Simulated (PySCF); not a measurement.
Screening by computed properties: pick the candidate that meets the target.

All species are isolated and taken at one optimised geometry, non-relativistic unless stated. Electronic properties by PySCF.

Dipoles, sizes and rotational constants follow the conformer. The torsions of the flexible species, by atom-mapped SMILES:
- `[F:1][CH:2]([F:3])/[CH:4]=[CH:5]/[CH2:6][NH:7][CH2:8][SiH3:9]`: F1–C2–C4–C5 -119°, C4–C5–C6–N7 -9°, C5–C6–N7–C8 175°, C6–N7–C8–Si9 61°
- `[CH2:1]=[C:2]([CH2:3][CH3:4])[SiH2:5][O:6][C:7]([CH3:8])=[S:9]`: C1–C2–C3–C4 0°, C1–C2–Si5–O6 1°, C2–Si5–O6–C7 180°, Si5–O6–C7–C8 180°
- `[CH3:1][C:2]#[C:3][CH2:4][Si@H:5]([SH:6])[O:7][CH3:8]`: C3–C4–Si5–S6 -44°, C4–Si5–O7–C8 167°, H–S6–Si5–C4 36°
- `[CH3:1][C:2]#[C:3][P@@H:4](=[O:5])[CH2:6][CH:7]([CH3:8])[CH3:9]`: C3–P4–C6–C7 -170°, P4–C6–C7–C8 -61°

Question: Wanted: HOMO–LUMO gap above 7 eV (PBE0/pcSseg-1) and dipole moment above 4 D (PBE0/pcSseg-1), at GFN2-xTB geometries. Which candidate meets both?
A. `CC#CC[Si@H](S)OC`
B. `C=C(CC)[SiH2]OC(C)=S`
C. `FC(F)/C=C/CNC[SiH3]`
D. `CC#C[P@@H](=O)CC(C)C`

Answer: D. Computed values:
```csv
species,HOMO–LUMO gap,dipole moment
C=C(CC)[SiH2]OC(C)=S,5.23 eV,2.63 D
FC(F)/C=C/CNC[SiH3],6.26 eV,3.23 D
CC#CC[Si@H](S)OC,7.47 eV,0.87 D
CC#C[P@@H](=O)CC(C)C,7.59 eV,4.33 D
```
